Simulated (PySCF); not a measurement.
Series: H2E=Y. Gas-phase values, no solvent. Strings in code marks are SMILES.

The numbers are results of PySCF with r2SCAN-D4/def2-TZVP, not measurements. All candidates: neutral, multiplicity 1. Excitations are Tamm–Dancoff values on a coarser integration grid. The basis has no diffuse functions, so Rydberg states are missing or too high.

The T1 excitation (TDA) is 2.56 eV, the hole reorganisation energy (four-point) is 0.567 eV and the LUMO is -3.19 eV.

Problem. Name which member has these values.
(A) `[O]=[SnH2]`
(B) `[S]=[GeH2]`
(C) `C=S`
(D) `[O]=[GeH2]`

Solution. A, `[O]=[SnH2]`. The others give `[S]=[GeH2]`: 2.37 eV, 0.251 eV, -3.38 eV; `[O]=[GeH2]`: 3.04 eV, 0.496 eV, -3.09 eV; `C=S`: 1.77 eV, 0.028 eV, -3.42 eV
